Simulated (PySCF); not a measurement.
Molecule: 2-ethylpyridine (CCc1ccccn1, C7H9N).

Bonds (- single, = double, # triple, : aromatic): C1-C2, C2-C3, C3:C4, C4:C5, C5:C6, C6:C7, C7:N8, N8:C3. C1 carries H9, H10, H11; C2 carries H12, H13; C4 carries H14; C5 carries H15; C6 carries H16; C7 carries H17.

Frames of a GFN2-xTB Langevin trajectory at 200 K; GIAO PBE0/pcSseg-1 shieldings in PySCF 2.14, gas phase, non-relativistic; equivalent atoms averaged within each frame.

Scale: $^{13}$C (σ = 186.93 ppm), $^{1}$H (σ = 31.72 ppm) vs TMS; NH3 for $^{15}$N (σ = 267.73 ppm) (reference shieldings calculated alike). The references are static minima.

How do the shifts (ppm) fluctuate along the trajectory?

Answers


```csv
time (fs),C3,C7,C5,C4,C6,C2,C1,N8,H17,H14
optimised geometry,171.1,155.5,142.2,126.7,125.4,37.9,20.3,354.6,8.87,7.37
250,172.2,155.0,139.8,131.8,120.0,40.0,18.3,349.3,8.65,8.11
425,169.9,161.3,137.3,127.0,126.5,39.7,21.9,360.5,9.12,7.74
625,175.3,153.6,143.6,128.8,128.2,41.1,21.0,365.6,9.24,7.78
800,167.1,157.8,143.9,121.8,129.6,35.0,12.3,365.0,9.11,7.29
1000,183.5,152.5,142.0,134.0,122.2,40.0,19.7,358.5,8.70,7.96
mean of frames,173.6,156.0,141.3,128.7,125.3,39.1,18.7,359.8,8.96,7.78
standard deviation,6.3,3.6,2.8,4.7,4.1,2.4,3.8,6.6,0.27,0.31
```

5 frames give an uncertainty of the mean of about the standard deviation over 2.2 at best, since frames this close in time may not be independent; classical motion lacks zero-point vibration, and the reference would need the same averaging.
